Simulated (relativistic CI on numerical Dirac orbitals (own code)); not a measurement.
## Nd³⁺: 4d photoemission

Computed with this model: Dirac-Coulomb-Breit CI, orbitals from a KLI potential per configuration, a model potential for QED, valence Slater integrals scaled by 0.8, multiplet model of photoemission in the sudden approximation; configurations [Xe] 4f3 → [Kr] 4d9 4f3 5s2 5p6; 80 K; Lorentzian 1 eV and Gaussian 0.6 eV FWHM. Energies are those of the free ion, without screening or charge transfer. The energies are binding energies and can lie tens of eV above those of solids. S is read from ⟨S²⟩ = S(S + 1).

Computed curve for free ion, scaled to 100 at the maximum (points under 2 are left out and the grid is thinned):

Energy (eV), Intensity and a bar:
```
    148.8        2.1 
    149.6        2.8 
    150.2        3.7 #
    151.0        5.8 #
    151.6        9.4 ##
    152.4       25.1 #######
    153.0       53.7 ################
    153.8       52.4 ################
    154.4       58.4 ##################
    155.2       97.7 ##############################
    155.8       91.9 ############################
    156.6       72.7 ######################
    157.2       53.6 ################
    158.0       54.7 #################
    158.6       55.6 #################
    159.4       48.4 ###############
    160.0       37.4 ###########
    160.8       25.9 #######
    161.4       16.8 #####
    162.2       10.9 ###
    162.8       11.4 ###
    163.6        7.2 ##
    164.2        4.6 #
    165.0        3.1 
    165.6        2.6 
    166.4        2.1 
    173.0        3.8 #
    173.8       10.4 ###
    174.4        7.1 ##
    175.2        2.7 
    177.4        2.8 
    178.2        5.2 #
    178.8        2.8 
    182.2        3.4 
    182.8        7.6 ##
    183.6       11.3 ###
    184.2        5.7 #
    185.0        5.1 #
    185.6        5.9 #
    186.4        2.1
```

The ground state has S = 1.48, and the centroid lies at 158.82 eV.
